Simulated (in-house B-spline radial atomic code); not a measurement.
The numbers below are computed, except where a source is named.
Two electrons in InAs: a Gaussian well −V exp(−r²/w²) with V = 57.3 meV and w = 47.1 nm

For InAs the NSM archive of the Ioffe Institute lists m* = 0.023 m0 and ε = 15.15. In so narrow a gap the band flattens within tens of meV, so real spacings are smaller, by up to some tenths.

Effective-mass model with parabolic bands, a uniform dielectric constant, no image charges, no central-cell or spin-orbit terms. Two-electron levels come from full CI in B-splines with partial waves to l = 5 (up to 0.001 effective hartree above the limit).

Problem. What are the effective units, and what is the potential in them?

Solution. Ha* = 27211.386 meV × 0.023/15.15² = 2.727 meV and a* = 0.0529177 nm × 15.15/0.023 = 34.86 nm. V = 21 Ha* and w = 1.35 a*.

In these units the lowest s and p orbitals lie at -14.3269 and -10.2599, and their Coulomb and exchange integrals are J_ss = 1.6221, J_sp = 1.3131 and K_sp = 0.2542. Full CI gives -27.1071 for the ground singlet, -23.5468 for the sp triplet, -23.0954 for the sp singlet and -20.3225 for the lowest triplet of two s orbitals.

Problem. What does it cost to add the second electron, to first order and exactly?

Solution. To first order E = 2ε_s + J_ss = -27.0317, so the charging energy E(2) − 2E(1) is J_ss = 4.423 meV. CI gives -27.1071 − 2 × (-14.3269) = 1.5466, or 4.217 meV: relaxation and correlation lower it by 0.2056 meV, 4.6 % of J_ss. The s² configuration of one-electron orbitals holds 99.2 % of the state, and the mean radius is 20.1 nm. The second electron is bound by ε_s − E = 34.85 meV, against 39.07 meV for the first.

Problem. How far above the singlet do the triplets lie?

Solution. To first order the sp triplet lies at ε_s + ε_p + J_sp − K_sp = -23.5279, which is 9.554 meV above 2ε_s + J_ss. CI gives -23.5468 − (-27.1071) = 3.5603, or 9.708 meV, 88 % of the orbital spacing of 11.09 meV. The ss triplet lies 18.5 meV up, so the lower of the two is the sp one, and its gap equals k_BT at 113 K. The sp singlet-triplet splitting is 1.231 meV, against 2K_sp = 1.386 meV.
